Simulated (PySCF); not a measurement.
Some computed properties have been withheld. Give your best values.

Compound: MgMe(vinyl), C3H6Mg.
Structure used (PBE0-D3(BJ)/def2-SVP), in Å, numbered top down from 1:
```xyz
10
C3H6Mg angstrom
Mg    -0.0877   -0.3538    0.4225
C     -0.0810   -0.3098    2.5149
H     -0.7389    0.4801    2.9173
H      0.9265   -0.1239    2.9259
H     -0.4297   -1.2639    2.9471
C     -0.0898   -0.3669   -1.6656
C      0.1892    0.7359   -2.3831
H     -0.3172   -1.2554   -2.2767
H      0.4359    1.7019   -1.9187
H      0.1926    0.7557   -3.4835
```

```csv
property,level,value
"rotational constants A, B, C",PBE0-D3(BJ)/def2-SVP,"32.550, 2.150, 2.043 GHz"
dipole moment,PBE0/def2-SVPD,0.26 D
HOMO energy,PBE0/def2-SVPD,?
LUMO energy,PBE0/def2-SVPD,?
lowest singlet excitation,TDDFT PBE0/def2-SVPD,"4.90 eV (253 nm, f = 0.001)"
lowest triplet excitation (Tamm–Dancoff),TDA PBE0/def2-SVPD,?
static isotropic polarisability,PBE0/def2-SVPD,66.5 au
electronic spatial extent ⟨r²⟩ about the centre of nuclear charge,PBE0/def2-SVPD,617 bohr²
13C chemical shifts (computed TMS as zero) by class,GIAO PBE0/pcSseg-1,"156.5 (C6), 147.8 (C7), -23.9 (C2) ppm"
1H chemical shifts (computed TMS as zero) by class,GIAO PBE0/pcSseg-1,?
"isotropic shieldings of nuclei other than C and H, by class",GIAO PBE0/pcSseg-1,435 (Mg1) ppm
core binding energies,"ΔSCF SCAN, pcX-2 on the ionised atom, pcseg-1 elsewhere, spin-free X2C","C1s 289.0 (C2), C1s 289.0 (C6), C1s 289.9 (C7), Mg1s 1310.5 (Mg1) eV"
```

Gas-phase values; electronic properties from PySCF, density fitting. Isolated species at its PBE0-D3(BJ)/def2-SVP geometry (one conformer only).

Problem. Give the 1H chemical shifts (computed TMS as zero) by class.

Solution. 6.69 (H10), 6.53 (H8), 6.10 (H9), -0.94 (H3/H4/H5) ppm.

Problem. Give the lowest triplet excitation (Tamm–Dancoff).

Solution. 4.10 eV.

Problem. Give the HOMO energy.

Solution. -6.69 eV.

Problem. Give the LUMO energy.

Solution. -0.46 eV.

The largest Löwdin shares of the HOMO are 0.30 on C2, 0.26 on C6, 0.15 on Mg1 and 0.08 on C7. The dipole equals about 0.9 × 10⁻³⁰ C·m (1 D = 3.33564 × 10⁻³⁰ C·m). No computed singlet falls in the visible range (750 to 380 nm, 1.65 to 3.26 eV); S1 lies 1.64 eV above its blue end. The vertical singlet–triplet gap S1 − T1 is 0.80 eV (TDDFT singlet less Tamm–Dancoff triplet). The polarisability is 9.85 Å³ as a volume (1 au = 0.148185 Å³), or 1.85 au for each of the 36 electrons.

For the NMR shielding job (PBE0/pcSseg-1), time: 5.3 s. Hardware: x86-64 server, one thread, on a shared host.
